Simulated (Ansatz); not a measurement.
Reactions of GeH9N3Si, SMILES `N[SiH2][NH][GeH2][NH2]`.

Computed with Ansatz on PBE0-D4/def2-TZVP structures; ΔE is electronic, products minus reactants. CBS: MP2 limit from def2 TZ/QZ plus the TZ coupled-cluster correction, frozen cores. This one scheme is used for every species. DFT in def2-TZVPP. B3LYP here is the variant with VWN-RPA as its local correlation; programs differ in this. For Ge, Se outer-core shells are correlated without core-valence functions, which leaves a few kJ/mol of doubt a bond. Scalar relativity is left out up to krypton. One conformer a species, not always the lowest.

```csv
reaction,B3LYP-D4 (kJ/mol),PBE-D4 (kJ/mol),HF/CBS(def2) (kJ/mol)
`N[SiH2][NH][GeH2][NH2]` + `N[SiH](N)Cl` → `N[SiH2]N[SiH](N)Cl` + `[NH2][GeH2][NH2]`,-2,-2,7
`N[SiH2][NH][GeH2][NH2]` + `[AlH2][SH]` → `N[SiH2][S][AlH2]` + `[NH2][GeH2][NH2]`,3,-7,12
`N[SiH2][NH][GeH2][NH2]` + H₂ → `[NH2][GeH3]` + `N[SiH2]N`,6,5,-12
`N[SiH2][NH][GeH2][NH2]` + H₂Se → `N[SiH2][SeH]` + `[NH2][GeH2][NH2]`,7,-4,11
```

Task: Give the CCSD(T)/CBS values in the same order. (An estimate is asked.)

Result: Computed: 1, 3, 11, 6 kJ/mol.

Largest T1 diagnostic: 0.011, for `N[SiH2][S][AlH2]`.
